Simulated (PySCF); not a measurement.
Job file and geometry (Å, from GFN2-xTB) of a spin–spin coupling run on `C#[N+][BH2-]N(C)C`, C$_{3}$H$_{9}$BN$_{2}$, B3LYP/pcJ-1 indirect spin-spin coupling, non-relativistic, gas phase (PySCF 2.14.0, density-fitted response routines); density fitting, a coarse starting grid and PySCF grid level 2 are the driver's defaults:

```
$ OMP_NUM_THREADS=1 python probes_run.py task.json out

{"job": {"kind": "j", "xc": "B3LYP", "basis": "pcJ-1"}, "charge": 0, "multiplicity": 1}
C      1.918253    -0.597095     0.710939
N      1.676353     0.381098     0.144330
B      0.740399     1.114543    -0.834459
N     -0.514222     0.316312    -0.698010
C     -0.459259    -1.067497    -1.038935
C     -1.364885     0.561741     0.438101
H      2.183529    -1.455770     1.260709
H      0.641187     2.232845    -0.463462
H      1.273933     0.977977    -1.887117
H     -1.461401    -1.500385    -1.071828
H      0.018025    -1.189025    -2.009813
H      0.134072    -1.652406    -0.293357
H     -1.002940     0.059207     1.351193
H     -2.375843     0.195640     0.235472
H     -1.411615     1.630808     0.628669
```

Question: Write the output of this run.

Answer: 
```
coarse grid: 12048 points
cycle   1  E = -253.9201579243  dE =  6.270e-01  |g| = 5.879e-01  |ddm| = 2.942e+00
cycle   2  E = -253.2854540036  dE =  6.347e-01  |g| = 1.630e+00  |ddm| = 2.311e+00
cycle   3  E = -254.0110257476  dE = -7.256e-01  |g| = 2.375e-01  |ddm| = 1.864e+00
cycle   4  E = -254.0196841152  dE = -8.658e-03  |g| = 1.544e-01  |ddm| = 2.723e-01
cycle   5  E = -254.0238204316  dE = -4.136e-03  |g| = 5.762e-02  |ddm| = 1.109e-01
cycle   6  E = -254.0245045688  dE = -6.841e-04  |g| = 7.700e-03  |ddm| = 3.722e-02
cycle   7  E = -254.0245188885  dE = -1.432e-05  |g| = 2.193e-03  |ddm| = 7.958e-03
cycle   8  E = -254.0245199670  dE = -1.079e-06  |g| = 4.797e-04  |ddm| = 2.260e-03
final grid: 115168 points
cycle   9  E = -254.0683260310  dE = -1.034e-04  |g| = 6.027e-03  |ddm| = 2.174e-02
cycle  10  E = -254.0683183948  dE =  7.636e-06  |g| = 8.184e-03  |ddm| = 1.320e-02
cycle  11  E = -254.0683335300  dE = -1.514e-05  |g| = 2.259e-03  |ddm| = 8.912e-03
cycle  12  E = -254.0683346184  dE = -1.088e-06  |g| = 8.277e-04  |ddm| = 2.478e-03
cycle  13  E = -254.0683347284  dE = -1.100e-07  |g| = 4.663e-04  |ddm| = 6.621e-04
cycle  14  E = -254.0683347735  dE = -4.506e-08  |g| = 4.874e-05  |ddm| = 2.699e-04
cycle  15  E = -254.0683347740  dE = -4.828e-10  |g| = 1.405e-05  |ddm| = 4.937e-05
converged SCF energy = -254.0683347740

Indirect spin-spin couplings (Hz)
  i      j    bonds     total        FC       PSO       DSO        SD
  0 C    1 N    1    -42.911   -33.835    -1.890    -0.022    -7.164
  0 C    2 B    2     -2.223    -2.626     0.264    -0.181     0.320
  0 C    3 N    3     -1.898    -1.389    -0.003     0.007    -0.512
  0 C    4 C    4     -0.444    -0.412    -0.059     0.027         -
  0 C    5 C    4     -0.551    -0.563     0.031    -0.020         -
  0 C    6 H    1    312.526   314.066    -2.127     0.588         -
  0 C    7 H    3      9.558     9.206     0.872    -0.520         -
  0 C    8 H    3      8.016     7.974     0.442    -0.401         -
  0 C    9 H    5      0.919     0.988     0.175    -0.244         -
  0 C   10 H    5      0.170     0.273    -0.030    -0.073         -
  0 C   11 H    5      2.177     2.050    -0.472     0.599         -
  0 C   12 H    5      1.926     1.964    -0.257     0.219         -
  0 C   13 H    5      1.128     1.197     0.203    -0.271         -
  1 N    2 B    1     -1.903    -2.664     0.903    -0.131    -0.011
  1 N    3 N    2      0.472     1.113    -0.178     0.013    -0.476
  1 N    4 C    3     -0.287    -0.406     0.078    -0.009     0.051
  1 N    5 C    3      0.134     0.135    -0.020    -0.004     0.023
  1 N    6 H    2    -14.490   -11.173    -3.345     0.529    -0.502
  1 N    7 H    2     -2.333    -2.251     0.128    -0.060    -0.149
  1 N    8 H    2     -2.247    -2.156     0.060    -0.075    -0.076
  1 N    9 H    4     -0.249    -0.241    -0.106     0.142    -0.044
  1 N   10 H    4     -0.481    -0.511    -0.006     0.003     0.033
  1 N   11 H    4     -1.885    -2.001     0.217    -0.080    -0.021
  1 N   12 H    4     -1.242    -1.248     0.055    -0.074     0.025
  1 N   13 H    4     -0.273    -0.277    -0.140     0.132     0.012
  2 B    3 N    1    -17.712   -18.780     1.339    -0.133    -0.138
  2 B    4 C    2     -0.621    -0.413    -0.145    -0.030    -0.032
  2 B    5 C    2      0.711     0.911    -0.142    -0.030    -0.027
  2 B    6 H    3      2.936     2.754     0.758    -0.648     0.073
  2 B    7 H    1    116.286   115.984    -0.968     1.133     0.138
  2 B    8 H    1    119.297   118.986    -0.949     1.149     0.110
  2 B    9 H    3      9.350     9.373     0.605    -0.646     0.019
  2 B   10 H    3      1.451     1.584    -0.192     0.082    -0.023
  2 B   11 H    3      4.162     4.259     0.034    -0.157     0.026
  2 B   12 H    3      2.285     2.401     0.105    -0.211    -0.009
  2 B   13 H    3      8.928     8.964     0.559    -0.608     0.012
  2 B   14 H    3      2.162     2.284    -0.236     0.136    -0.023
  3 N    4 C    1     -5.400    -6.474     1.495    -0.096    -0.325
  3 N    5 C    1     -6.052    -6.100     0.685    -0.094    -0.542
  3 N    6 H    4      0.569     0.602    -0.068     0.099    -0.064
  3 N    7 H    2     -2.679    -2.732     0.113    -0.023    -0.037
  3 N    8 H    2     -2.303    -2.337     0.127    -0.029    -0.063
  3 N    9 H    2     -0.173    -0.092    -0.050     0.057    -0.088
  3 N   10 H    2     -1.961    -1.927     0.002     0.035    -0.071
  3 N   11 H    2      0.186     0.892    -0.572     0.041    -0.174
  3 N   12 H    2      0.560     0.886    -0.363     0.059    -0.022
  3 N   13 H    2     -0.609    -0.438    -0.157     0.047    -0.061
  3 N   14 H    2     -1.544    -1.426    -0.098     0.032    -0.053
  4 C    5 C    2      0.344     0.674    -0.308    -0.022         -
  4 C    6 H    5      1.575     1.611     0.038    -0.074         -
  4 C    7 H    3      5.771     5.807     0.400    -0.436         -
  4 C    8 H    3      2.470     2.517    -0.058     0.011         -
  4 C    9 H    1    144.418   142.988     0.642     0.788         -
  4 C   10 H    1    142.777   141.394     0.592     0.791         -
  4 C   11 H    1    121.622   119.922     0.783     0.918         -
  4 C   12 H    3      4.675     4.722    -0.018    -0.028         -
  4 C   13 H    3      2.240     2.324    -0.076    -0.009         -
  4 C   14 H    3     12.459    12.511     0.510    -0.562         -
  5 C    6 H    5      0.481     0.500     0.144    -0.163         -
  5 C    7 H    3      4.671     4.701    -0.075     0.045         -
  5 C    8 H    3      7.146     7.187     0.377    -0.418         -
  5 C    9 H    3      3.949     4.001    -0.099     0.048         -
  5 C   10 H    3     11.986    12.036     0.505    -0.555         -
  5 C   11 H    3      2.132     2.160     0.042    -0.070         -
  5 C   12 H    1    129.758   128.182     0.761     0.814         -
  5 C   13 H    1    140.162   138.722     0.684     0.756         -
  5 C   14 H    1    141.847   140.525     0.572     0.751         -
  6 H    7 H    4     -3.059    -2.975     1.612    -1.695         -
  6 H    8 H    4     -6.907    -6.773     1.386    -1.521         -
  6 H    9 H    6     -0.760    -0.686     0.788    -0.862         -
  6 H   10 H    6     -0.485    -0.381     0.616    -0.720         -
  6 H   11 H    6     -1.712    -1.814    -1.087     1.189         -
  6 H   12 H    6     -1.679    -1.654    -0.255     0.230         -
  6 H   13 H    6     -1.262    -1.170     0.853    -0.945         -
  6 H   14 H    6     -0.205    -0.100     0.948    -1.052         -
  7 H    8 H    2    -19.377   -19.403     1.221    -1.195         -
  7 H    9 H    4      0.210     0.297     1.610    -1.697         -
  7 H   10 H    4      0.493     0.596     1.242    -1.345         -
  7 H   13 H    4      1.758     1.858     1.264    -1.363         -
  8 H    9 H    4      0.242     0.344     1.342    -1.444         -
  8 H   10 H    4     -0.186    -0.231    -1.411     1.457         -
  8 H   11 H    4     -0.570    -0.454     0.530    -0.646         -
  8 H   12 H    4     -1.239    -1.120     1.462    -1.582         -
  8 H   13 H    4      0.474     0.555     1.486    -1.567         -
  8 H   14 H    4      0.510     0.601     1.083    -1.174         -
  9 H   10 H    2    -12.294   -12.332     2.521    -2.483         -
  9 H   11 H    2    -13.449   -13.550     2.050    -1.949         -
  9 H   12 H    4     -0.802    -0.704     0.253    -0.351         -
  9 H   13 H    4     -0.898    -0.949    -1.655     1.706         -
  9 H   14 H    4      0.452     0.577     1.638    -1.763         -
 10 H   11 H    2    -12.045   -12.155     2.050    -1.940         -
 10 H   12 H    4     -1.154    -1.036     1.771    -1.889         -
 10 H   14 H    4      2.566     2.646     1.942    -2.022         -
 11 H   12 H    4     -2.322    -2.341    -1.113     1.132         -
 11 H   13 H    4     -1.211    -1.110     0.760    -0.861         -
 11 H   14 H    4     -0.871    -0.749     1.641    -1.764         -
 12 H   13 H    2    -12.636   -12.719     2.311    -2.228         -
 12 H   14 H    2    -11.960   -12.026     2.366    -2.300         -
 13 H   14 H    2    -13.254   -13.275     2.521    -2.500         -
```

Size and cost of the density-fitted run: 252 basis functions, 97 s wall time on 1 thread of an Arm Neoverse N1, shared host; peak memory 0.95 GiB.
